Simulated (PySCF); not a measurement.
## MgCd: from constants to spectrum

PBE0 constants of MgCd, ¹Σ⁺ (singlet), closed shell (Mg cc-pVDZ, Cd cc-pVDZ-PP with ECP28; scalar-relativistic core potentials (PySCF 2.14); masses 23.9850 and 113.9034 u):

* ωe: 65.1 cm⁻¹
* ωexe: 1.4 cm⁻¹
* Be: 0.06836 cm⁻¹
* αe: 0.00148 cm⁻¹
* D (centrifugal): 3.01e-07 cm⁻¹
* De to Mg + Cd: 0.086 eV

Q: Give the vibrational terms G(v) and spacings up to v = 5.

A: G(v) = ωe(v+½) − ωexe(v+½)².

| v | G(v) (cm⁻¹) | G(v) − G(v−1) | Bv (cm⁻¹) |
| --- | --- | --- | --- |
| 0 | 32.2 |  | 0.06762 |
| 1 | 94.5 | 62.3 | 0.06614 |
| 2 | 154.0 | 59.5 | 0.06466 |
| 3 | 210.7 | 56.7 | 0.06318 |
| 4 | 264.6 | 53.9 | 0.06170 |
| 5 | 315.7 | 51.1 | 0.06022 |

Q: How well does the Morse estimate ωe²/(4ωexe) reproduce De, and what is D0?

A: It gives 0.094 eV, 109 % of the computed De. D0 = De − G(0) = 0.086 − 0.004 = 0.082 eV.

Closed-shell solutions of metal pairs were not tested for spin polarisation, which can lower them a little. The bond is weak. Basis-set superposition, not corrected here, can be much of De in a small basis, most of all at correlated wavefunction levels. Functionals without a dispersion term scatter widely for such bonds, and LDA overbinds them.
